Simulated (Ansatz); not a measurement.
Total energies of Cu(PH3)(OH) (CuPOH4) from Ansatz at PBE-D4/def2-TZVP, gas phase (1 Eh = 27.2114 eV = 2625.5 kJ/mol). The reference geometry is relaxed at B3LYP-D4/def2-TZVP.

```
atom   x (Å)   y (Å)   z (Å)
 Cu1  -0.797  -0.135  -0.504
  P2   1.001   0.338   0.584
  H3   0.986   0.354   1.993
  H4   1.606   1.594   0.380
  H5   2.147  -0.463   0.411
  O6  -2.295  -0.398  -1.459
  H7  -2.650  -1.290  -1.406
```

| state | geometry | energy (Eh) |
| --- | --- | --- |
| charge 0 singlet | reference | -2059.10034 |
| charge 1 doublet | reference | -2058.79020 |
| charge 1 doublet | relaxed at B3LYP-D4/def2-TZVP | -2058.79419 |
| free Cu atom (doublet) | – | -1640.24447 |
| free P atom (quartet) | – | -341.10299 |
| free H atom (doublet) | – | -0.49962 |
| free O atom (triplet) | – | -75.00967 |

(1) Work out the vertical ionisation energy to the doublet.

(2) How much does the charge 1 doublet relax, and what is the adiabatic ionisation energy?

(3) What is the binding energy per atom against free atoms?

(1) E(charge 1 doublet) − E(charge 0 singlet) = -2058.79020 − (-2059.10034) = 0.31014 Eh = 8.44 eV. For comparison, −ε of the highest occupied level is 4.84 eV at this level, 3.60 eV less.

(2) Relaxation: -2058.79020 − (-2058.79419) = 0.00399 Eh = 0.11 eV. Adiabatic ionisation energy: 0.30615 Eh = 8.33 eV, without zero-point energy. 

(3) Atoms: 1 × (-1640.24447) + 1 × (-341.10299) + 4 × (-0.49962) + 1 × (-75.00967) = -2058.35561 Eh. Binding: -2058.35561 − (-2059.10034) = 0.74473 Eh = 20.27 eV, or 2.90 eV for each of 7 atoms (no zero-point energy, no counterpoise term).
